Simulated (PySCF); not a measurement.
Be(I)(SeH) (BeHISe), SMILES [SeH][Be][I].

Coordinates come from a r2SCAN-D4/def2-TZVP optimisation. The def2 effective core potentials stand for the cores of I; spin–orbit coupling is left out. Other conformers were not sampled.

Method: TDA-B3LYP/def2-SVPD (PySCF).

Vertical excitations. Gas-phase values at a fixed geometry. State labels are in the subgroup Cs.

| state | symmetry | energy (eV) | λ (nm) | f | main pairs |
|---|---|---|---|---|---|
| S1 | A" | 4.59 | 270 | 0.000 | HOMO→LUMO 99 % |
| S2 | A" | 5.33 | 233 | 0.022 | HOMO→LUMO+1 97 % |
| S3 | A" | 5.44 | 228 | 0.000 | HOMO−2→LUMO 97 % |
| S4 | A' | 5.54 | 224 | 0.007 | HOMO−1→LUMO 52 %, HOMO→LUMO+2 34 %, HOMO−2→LUMO+2 12 % |
| S5 | A' | 5.85 | 212 | 0.262 | HOMO→LUMO+2 52 %, HOMO−1→LUMO 24 %, HOMO−2→LUMO+2 11 % |
| S6 | A" | 5.93 | 209 | 0.000 | HOMO−1→LUMO+2 99 % |
| S7 | A" | 6.02 | 206 | 0.012 | HOMO→LUMO+3 79 % |
| S8 | A' | 6.15 | 202 | 0.057 | HOMO−1→LUMO+1 93 % |
| S9 | A" | 6.28 | 198 | 0.072 | HOMO−2→LUMO+1 87 % |
| S10 | A' | 6.41 | 193 | 0.035 | HOMO−3→LUMO 83 % |
| T1 | A" | 4.41 | 281 | 0 | HOMO→LUMO 96 % |
| T2 | A' | 4.84 | 256 | 0 | HOMO→LUMO+2 96 % |
| T3 | A" | 5.05 | 245 | 0 | HOMO→LUMO+1 92 % |
| T4 | A' | 5.06 | 245 | 0 | HOMO−1→LUMO 95 % |
Triplets are in the Tamm–Dancoff approximation.
